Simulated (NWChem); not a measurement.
System: C₅H₄N, doublet; SMILES [c]1ccncc1

In the optimisation the excess spin sits in a1 (C2v, its own frame). No frequency run checked for a minimum.

Q: Give the equilibrium geometry at PBE-D3(BJ)/def2-SVP, spin-unrestricted (NWChem) as a list of bonds and angles, with the point group.

A: point group C2v; any orientation.
Bond lengths (Å): C1–C2 1.382, C1–C6 1.382, C2–C3 1.418, C2–H7 1.101, C3–N4 1.337, C3–H8 1.106, N4–C5 1.337, C5–C6 1.418, C5–H9 1.106, C6–H10 1.101. Angles (°): C2–C1–C6 123.5, C1–C2–C3 115.4, C1–C2–H7 124.1, C3–C2–H7 120.4, C2–C3–N4 123.6, C2–C3–H8 119.4, N4–C3–H8 117.0, C3–N4–C5 118.3, N4–C5–C6 123.6, N4–C5–H9 117.0, C6–C5–H9 119.4, C1–C6–C5 115.4, C1–C6–H10 124.1, C5–C6–H10 120.4.
